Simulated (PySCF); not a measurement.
Calculation: PBE-D3(BJ)/def2-TZVP // r2SCAN-D4/def2-SVP (PySCF). All species are isolated molecules in the gas phase. One relaxed conformer stands for a flexible species; it need not be the lowest. 

Reference species: [Zr(F)3(OH)] (neutral, multiplicity 1).

```yaml
mean_distance_from_the_central_atom_to_its_bonded_neighbours: 1.909 Å
HOMO–LUMO gap: 6.85 eV
HOMO: -8.49 eV
```

Changed species: [Zr(F)4] (0 of 4 F replaced by OH; the reference has 1 of 4 F replaced by OH).

**Question.** Give the shifts of the mean distance from the central atom to its bonded neighbours, HOMO–LUMO gap and HOMO.

**Answer.** the mean distance from the central atom to its bonded neighbours falls by 0.008 Å, to 1.901 Å; the HOMO–LUMO gap increases by 1.04 eV, to 7.89 eV; the HOMO drops by 1.66 eV, to -10.15 eV.
